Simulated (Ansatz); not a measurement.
Cost and result up the ladder for TcO₃H (5 atoms). Charge 0, multiplicity 1. Geometry: PBE-D4/def2-TZVP.

Cartesian coordinates in Å:
```
Tc -0.029 0.003 -0.057
O -0.560 -1.569 -0.370
O -1.293 1.104 0.147
O 1.149 0.536 -1.143
H 0.734 -0.074 1.423
```

Ansatz on 4 threads of Arm Neoverse V1 on a shared host. Times are rough, and most runs start from the orbitals of an earlier one. No level here is sound enough to serve as a yardstick. Binding counts from free atoms at the same level (Tc sextet, O triplet, H doublet; other spins of the atoms weren't run), without zero-point energy or a counterpoise term.

In the def2 sets Tc takes a core potential; there is no spin–orbit coupling. HSE06 is defined as in plane-wave codes, on full-range PBE exchange.

Run but left out: B2PLYP/def2-TZVP, PBE-QIDH/def2-TZVP (restricted singlet, unstable in another Hartree–Fock run and untested here); HF/def2-TZVP, MP2/def2-TZVP, CCSD(T)/def2-TZVPP (restricted singlet, unstable towards broken spin symmetry).

| level | functions | wall time |
| --- | --- | --- |
| PBE-D4/def2-SVP | 78 | 0.6 s |
| PBE0-D4/def2-SVP | 78 | 0.6 s |
| PBE-D4/def2-TZVP | 139 | 0.85 s |
| revPBE-D4/def2-TZVP | 139 | 0.85 s |
| HSE06-D4/def2-TZVP | 139 | 1.1 s |
| PBE-D4/def2-TZVPD | 169 | 1.2 s |
| CAM-B3LYP-D4/def2-TZVP | 139 | 1.3 s |
| PBE0-D4/def2-TZVP (with forces) | 139 | 1.4 s |
| PBE0-D4/def2-TZVPD | 169 | 1.6 s |
| r2SCAN-D4/def2-TZVP | 139 | 1.8 s |
| r2SCAN-D4/def2-TZVPD | 169 | 2.3 s |
| B97M-V/def2-TZVP | 139 | 3.4 s |

(1) Estimate what each level gives for the binding energy per atom (eV).

## Answers

(1) 
```csv
level,binding energy per atom (eV),remarks
PBE-D4/def2-SVP,4.66,restricted SCF unstable in HF
PBE0-D4/def2-SVP,3.94,restricted SCF unstable in HF
PBE-D4/def2-TZVP,4.60,–
revPBE-D4/def2-TZVP,4.42,restricted SCF unstable in HF
HSE06-D4/def2-TZVP,3.94,restricted SCF unstable in HF
PBE-D4/def2-TZVPD,4.60,restricted SCF unstable in HF
CAM-B3LYP-D4/def2-TZVP,3.93,restricted SCF unstable in HF
PBE0-D4/def2-TZVP (with forces),3.93,restricted SCF unstable in HF
PBE0-D4/def2-TZVPD,3.93,restricted SCF unstable in HF
r2SCAN-D4/def2-TZVP,4.23,restricted SCF unstable in HF
r2SCAN-D4/def2-TZVPD,4.24,restricted SCF unstable in HF
B97M-V/def2-TZVP,4.08,restricted SCF unstable in HF
```
